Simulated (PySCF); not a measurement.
This PySCF input asks for the NMR shieldings of `InChI=1S/C6H9BO2Si/c1-2-3-7-6(10)4-8-5-9-7/h4H,5H2,1,10H3`; the geometry comes from GFN2-xTB.

```python
import basis_set_exchange as bse
import numpy as np
from pyscf import gto, dft
from pyscf.prop import nmr

atoms = """
C     3.722320   -1.097830    0.171178
C     2.286239   -0.941312    0.148967
C     1.086981   -0.814132    0.135782
B    -0.409002   -0.593572    0.120470
O    -1.233427   -1.669449    0.230687
C    -2.604537   -1.465199    0.263717
O    -3.082447   -0.407703   -0.526502
C    -2.331836    0.730788   -0.523887
C    -1.051893    0.807014   -0.139972
Si   -0.114759    2.426770   -0.175169
H     4.051271   -1.605262   -0.735569
H     4.018462   -1.694085    1.034200
H     4.206832   -0.123236    0.229030
H    -2.907856   -1.286210    1.315724
H    -3.103617   -2.369605   -0.106368
H    -2.917610    1.554108   -0.916344
H     0.525773    2.639761    1.127207
H    -1.061764    3.516042   -0.438777
H     0.911066    2.402364   -1.221837
"""
names = dict.fromkeys(["C", "B", "O", "Si", "H"], "pcSseg-1")
basis = {el: gto.basis.parse(bse.get_basis(n, elements=[el], fmt="nwchem")) for el, n in names.items()}
mol = gto.M(atom=atoms, basis=basis, charge=0, verbose=0)
mf = dft.RKS(mol, xc="PBE0")
mf.grids.level = 2
mf.grids.alignment = dft.numint.BLKSIZE   # the property module wants whole blocks of grid points
mf.conv_tol = 1e-9
mf.kernel()

calc = nmr.RKS(mf)   # GIAO
C = mf.mo_coeff
Co = C[:, mf.mo_occ > 0]
resp = mf.gen_response(singlet=True, hermi=2)
def vind(x):   # induced exchange potential for any number of trial vectors
    d = np.einsum("pi,xij,qj->xpq", C, 2 * x.reshape(-1, C.shape[1], Co.shape[1]), Co, optimize=True)
    return np.einsum("xpq,pi,qj->xij", resp(d - d.transpose(0, 2, 1)), C, Co, optimize=True).ravel()
mo1, _ = nmr.rhf.solve_mo1(calc, with_cphf=vind)
sigma = calc.kernel(mo1)
for i, s in enumerate(sigma):   # ppm
    print("%2d %-2s %9.2f" % (i, mol.atom_pure_symbol(i), np.trace(s) / 3))
```

Problem. What are the results?

Solution. 
```
 0 C     180.66
 1 C      69.78
 2 C      96.64
 3 B      72.32
 4 O     159.58
 5 C      96.25
 6 O     158.23
 7 C      14.49
 8 C      79.98
 9 Si    423.43
10 H      29.56
11 H      29.52
12 H      29.48
13 H      25.99
14 H      25.85
15 H      24.44
16 H      27.39
17 H      27.76
18 H      27.31
```

These numbers come from an equivalent density-fitted implementation of the same equations, which agrees with the script to about 0.01 ppm for H and up to a few tenths of a ppm for heavy atoms, so last digits may differ.

Size and cost of the density-fitted run: 222 basis functions, 77 s wall time on 1 thread of an Arm Neoverse N1, shared host; peak memory 1 GiB.
